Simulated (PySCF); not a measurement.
SeHF, SMILES F[SeH]. Geometry optimised at B3LYP-D3(BJ)/def2-TZVP.

Computed with B3LYP-D3(BJ)/def2-TZVP in PySCF.

Harmonic wavenumbers (cm⁻¹): 653, 858, 2372. Rotational constants (GHz): 234.3, 10.47, 10.02; symmetry number 1.

Work out the zero-point energy and the ideal-gas rigid-rotor harmonic-oscillator thermochemistry at 298.15 K and 1 atm.

ZPE = ½ Σ hcν = ½ × 3884 cm⁻¹ = 23.23 kJ/mol. H − E(el) = 33.66 kJ/mol. Entropy in J/(mol K): translation 166.05, rotation 84.13, vibration 2.22, total 252.41. G − E(el) = -41.59 kJ/mol. Cp = 39.46 J/(mol K).
